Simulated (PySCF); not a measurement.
Computed IR spectrum (relative IR intensity) of a molecule CH3FO2Si. Geometry optimised at PBE-D3(BJ)/def2-SVP. The values are those of a single conformer. Level of theory: PySCF 2.14.0 with PBE-D3(BJ)/def2-SVP. Frequencies are harmonic and unscaled.

```tsv
ν (cm⁻¹)	relative intensity
105	4.9
251	2.2
255	4.8
656	3.6
663	31
723	6.2
784	32
854	12
892	70
942	64
1202	100
1750	75
2230	14
2254	39
2970	21
```

**Question.** Which structure fits?
A. F[SiH]1OCO1
B. O=C[Si@@H](O)F
C. O=C(O)[SiH2]F
D. O=CO[SiH2]F

**Answer.** D, O=CO[SiH2]F
